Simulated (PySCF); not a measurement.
**Polarisability and C₆ of K (potassium, neutral)**

[Ar] 4s1, 2S determinant. Computed with PySCF 2.14 in aug-cc-pVTZ-X2C (7s6p4d2f, 59 functions), with the spin-free X2C one-electron Hamiltonian (Gaussian nucleus). Coupled (time-dependent) response in atomic units; α is the mean over directions.

| method | mean α (bohr³) | C₆ (like pair) | S(−4) |
| --- | --- | --- | --- |
| UHF | 406.0 | 6382 | 158100 |
| PBE | 320.3 | 4514 | 98020 |
| PBE0 | 343.9 | 5006 | 113100 |
| B97-3 | 343.1 | 4996 | 112100 |
| BLYP | 265.2 | 3439 | 66630 |

S(−4) is the Cauchy moment in α(ω) = α(0) + S(−4) ω² + …

Reference α: 289.7 ± 0.3 bohr³ (recommended; Schwerdtfeger and Nagle, table of static dipole polarizabilities (2023 update)). Published C₆: 3923 (Chu and Dalgarno (2004); Tang, Norbeck and Certain (1976)).

Hartree-Fock lies above the reference because it lacks correlation, which contracts the outer shell.

α(iu) at PBE0:

```tsv
u (hartree)	α(iu) (bohr³)
0	343.9
0.0500	189.9
0.100	83.38
0.200	28.66
0.300	15.64
0.500	8.044
0.750	5.002
1.00	3.528
1.50	2.024
2.00	1.290
3.00	0.6404
5.00	0.2478
```

A single London oscillator, α(iu) = α/(1 + u²/ω²), gives C₆ = (3/4) ω α². Matching the computed C₆ needs ω = 4 × 5006 / (3 × 343.9²) = 0.0564 hartree.
